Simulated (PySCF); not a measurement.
PySCF input file for InF2, SMILES [In]([F])[F], multiplicity 2, TDA-PBE/def2-SVPD. Geometry optimised at PBE0-D3(BJ)/def2-TZVP. The spin state was assumed, not searched. The isomer is the one that the SMILES or the coordinates give; other isomers of the formula were not compared. The def2 effective core potentials stand for the cores of In; spin–orbit coupling is left out.

```python
import numpy as np
from pyscf import gto, scf, dft, tdscf

mol = gto.M(
    atom='''
    In    0.00000000    0.00000000    0.27531426
    F     0.00000000   -1.66694491   -0.74946659
    F     0.00000000    1.66694490   -0.74946659
    ''',
    basis='def2-SVPD',
    ecp={'In': 'def2-svp'},
    charge=0,
    spin=1,
    max_memory=1600,
    verbose=4,
)
mf = dft.UKS(mol, xc='pbe').density_fit(auxbasis='def2-universal-jkfit')
mf.grids.level = 3
mf.conv_tol = 1e-9
mf.max_cycle = 100
mf.kernel()
fine, coarse = mf.grids, dft.Grids(mol).set(level=1).build(with_non0tab=True)
for _ in range(3):  # follow internal instabilities
    mf.grids = coarse
    mo, _, stable, _ = mf.stability(return_status=True, nroots=4)
    mf.grids = fine
    if stable:
        break
    mf.kernel(mf.make_rdm1(mo, mf.mo_occ))
mf.grids = dft.Grids(mol).set(level=1).build(with_non0tab=True)  # coarser grid for the response kernel
td = tdscf.TDA(mf)
td.nstates = 10
td.conv_tol = 1e-4
td.positive_eig_threshold = 1e-6
td.kernel(x0=td.get_init_guess(mf, 15))
td.analyze(verbose=3)
```

Log of the run:

```
PySCF version 2.14.0

[INPUT] verbose = 4
[INPUT] num. atoms = 3
[INPUT] num. electrons = 39
[INPUT] charge = 0
[INPUT] spin (= nelec alpha-beta = 2S) = 1
[INPUT] symmetry False subgroup None
[INPUT] Mole.unit = angstrom
[INPUT] Symbol           X                Y                Z      unit          X                Y                Z       unit  Magmom
[INPUT]  1 In     0.000000000000   0.000000000000   0.275314260000 AA    0.000000000000   0.000000000000   0.520268549587 Bohr   0.0
[INPUT]  2 F      0.000000000000  -1.666944910000  -0.749466590000 AA    0.000000000000  -3.150069344638  -1.416286594612 Bohr   0.0
[INPUT]  3 F      0.000000000000   1.666944900000  -0.749466590000 AA    0.000000000000   3.150069325740  -1.416286594612 Bohr   0.0

nuclear repulsion = 115.081829990758
number of shells = 30
number of NR pGTOs = 133
number of NR cGTOs = 78
basis = def2-SVPD
ecp = {'In': 'def2-svp'}


[settings echo left out]
init E= -368.526411433791
  alpha nocc = 20  HOMO = -0.755139565727653  LUMO = -0.573225785613001
  beta  nocc = 19  HOMO = -0.797582268829305  LUMO = -0.755139565727642

WARN: HOMO -0.755139565727653 >= LUMO -0.755139565727642

cycle= 1 E= -388.934402042984  delta_E= -20.4  |g|=  1.3  |ddm|= 8.97
  alpha nocc = 20  HOMO = -0.107031289810262  LUMO = 0.0100228043354516
  beta  nocc = 19  HOMO = -0.191231496583711  LUMO = -0.0856078753440492
  HOMO = -0.10703128981  LUMO = -0.085607875344  gap/eV = 0.58296
cycle= 2 E= -388.809408351162  delta_E= 0.125  |g|= 1.47  |ddm|=  4.4
  alpha nocc = 20  HOMO = -0.238156921014269  LUMO = -0.081301044745306
  beta  nocc = 19  HOMO = -0.294870119316797  LUMO = -0.20928668901113
  HOMO = -0.238156921014  LUMO = -0.209286689011  gap/eV = 0.78560
cycle= 3 E= -389.5066314623  delta_E= -0.697  |g|= 0.264  |ddm|= 1.65
  alpha nocc = 20  HOMO = -0.253679249514676  LUMO = -0.0815579775274315
  beta  nocc = 19  HOMO = -0.360811458035117  LUMO = -0.223169753683823
  HOMO = -0.253679249515  LUMO = -0.223169753684  gap/eV = 0.83021
cycle= 4 E= -389.495776392168  delta_E= 0.0109  |g|= 0.31  |ddm|= 0.432
  alpha nocc = 20  HOMO = -0.245266038606651  LUMO = -0.0792463581984002
  beta  nocc = 19  HOMO = -0.315642127590132  LUMO = -0.211743342717391
  HOMO = -0.245266038607  LUMO = -0.211743342717  gap/eV = 0.91220
cycle= 5 E= -389.531495825895  delta_E= -0.0357  |g|= 0.0169  |ddm|= 0.253
  alpha nocc = 20  HOMO = -0.24450186532308  LUMO = -0.0785112444741749
  beta  nocc = 19  HOMO = -0.318048254264269  LUMO = -0.210641383363541
  HOMO = -0.244501865323  LUMO = -0.210641383364  gap/eV = 0.92139
cycle= 6 E= -389.531639735118  delta_E= -0.000144  |g|= 0.00324  |ddm|= 0.0264
  alpha nocc = 20  HOMO = -0.245046421286744  LUMO = -0.0787806705136731
  beta  nocc = 19  HOMO = -0.317837168483009  LUMO = -0.211029418465369
  HOMO = -0.245046421287  LUMO = -0.211029418465  gap/eV = 0.92565
cycle= 7 E= -389.531646454451  delta_E= -6.72e-06  |g|= 0.000295  |ddm|= 0.00587
  alpha nocc = 20  HOMO = -0.24506865876215  LUMO = -0.0787922193380197
  beta  nocc = 19  HOMO = -0.317873596537379  LUMO = -0.211027241866024
  HOMO = -0.245068658762  LUMO = -0.211027241866  gap/eV = 0.92631
cycle= 8 E= -389.531646503533  delta_E= -4.91e-08  |g|= 0.000137  |ddm|= 0.000483
  alpha nocc = 20  HOMO = -0.245066495655266  LUMO = -0.078784056035115
  beta  nocc = 19  HOMO = -0.317857321160519  LUMO = -0.211022300590997
  HOMO = -0.245066495655  LUMO = -0.211022300591  gap/eV = 0.92639
cycle= 9 E= -389.531646513248  delta_E= -9.71e-09  |g|= 1.31e-05  |ddm|= 0.000215
  alpha nocc = 20  HOMO = -0.245064385951004  LUMO = -0.0787833192968073
  beta  nocc = 19  HOMO = -0.317856647841368  LUMO = -0.211021950303206
  HOMO = -0.245064385951  LUMO = -0.211021950303  gap/eV = 0.92634
cycle= 10 E= -389.531646513359  delta_E= -1.11e-10  |g|= 2.58e-06  |ddm|= 2.18e-05
  alpha nocc = 20  HOMO = -0.245064929048958  LUMO = -0.0787837190264682
  beta  nocc = 19  HOMO = -0.317856760982309  LUMO = -0.21102277073453
  HOMO = -0.245064929049  LUMO = -0.211022770735  gap/eV = 0.92633
Extra cycle  E= -389.531646513352  delta_E= 7.11e-12  |g|= 4.93e-06  |ddm|= 8.15e-06
converged SCF energy = -389.531646513352  <S^2> = 0.75153083  2S+1 = 2.0015302
tot grids = 18688
uhf_internal: lowest eigs of H = [0.5681427  0.56949323 0.58527138 0.5942296 ]
<class 'pyscf.df.df_jk.DFUKS'> wavefunction is stable in the internal stability analysis
tot grids = 18688
Overwritten attributes  positive_eig_threshold  of <class 'pyscf.tdscf.uks.TDA'>


******** <class 'pyscf.tdscf.uks.TDA'> for <class 'pyscf.df.df_jk.DFUKS'> ********
nstates = 10
deg_eia_thresh = 1.000e-03
wfnsym = None
conv_tol = 0.0001
eigh lindep = 1e-12
eigh level_shift = 0
eigh max_cycle = 100


Excitation energies (eV)
[2.88453385 2.96229274 3.1969744  3.24745062 4.16907279 4.31372493
 5.32318027 5.91700378 6.01193568 6.05602275]

** Excitation energies and oscillator strengths **
Excited State   1:      2.88453 eV    429.82 nm  f=0.0004
Excited State   2:      2.96229 eV    418.54 nm  f=0.0000
Excited State   3:      3.19697 eV    387.82 nm  f=0.0095
Excited State   4:      3.24745 eV    381.79 nm  f=0.0015
Excited State   5:      4.16907 eV    297.39 nm  f=0.1095
Excited State   6:      4.31372 eV    287.42 nm  f=0.0398
Excited State   7:      5.32318 eV    232.91 nm  f=0.0067
Excited State   8:      5.91700 eV    209.54 nm  f=0.1689
Excited State   9:      6.01194 eV    206.23 nm  f=0.0000
Excited State  10:      6.05602 eV    204.73 nm  f=0.0365
```

Self-consistency was reached.
